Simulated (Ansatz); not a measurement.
Reactions of `[SiH2]`.

Computed with Ansatz on PBE0-D4/def2-TZVP structures; ΔE is electronic, products minus reactants. CCSD(T)/CBS adds triple-zeta CCSD(T) − MP2 to the extrapolated MP2 energy (def2 sets, frozen cores). Small cases extrapolate CCSD(T) itself. Functionals use def2-TZVPP. Open shells (•) are unrestricted, without spin–orbit coupling. Elements past krypton have def2 core potentials. For Ge, Mg, Zr outer-core shells are correlated without core-valence functions, which leaves a few kJ/mol of doubt a bond. Scalar relativity is left out up to krypton. Each species was taken in one conformer, which may not be the lowest.

```csv
reaction,CCSD(T)/CBS(def2) (kJ/mol)
`[SiH2]` + `CC(C)[O][Zr]([OH])([OH])[Cl]` → `CC(C)[SiH]` + `[OH][Zr]([OH])([OH])[Cl]`,-40
`[SiH2]` + `[MgH][N]([SiH3])[SiH3]` → `[SiH]N([SiH3])[SiH3]` + `[MgH2]`,-15
`[SiH2]` + `[SiH3]`• → `[SiH]`• + SiH₄,-69
`[SiH2]` + `C[S][GeH]([F])[F]` → `CS[SiH]` + `[F][GeH2][F]`,?
`[SiH2]` + `C=C=C(C)Cl` → `C[SiH]` + `C=C=CCl`,-24
```

Task: Fill in the missing values. (Estimate.)

Result: Ansatz gave: `[SiH2]` + `C[S][GeH]([F])[F]` → `CS[SiH]` + `[F][GeH2][F]`: -84.4 kJ/mol.

Largest T1 diagnostic: 0.034, for `[SiH]`•, so its coupled-cluster energy is less sure.

Extrapolated directly: `[SiH2]` + `[SiH3]`• → `[SiH]`• + SiH₄.
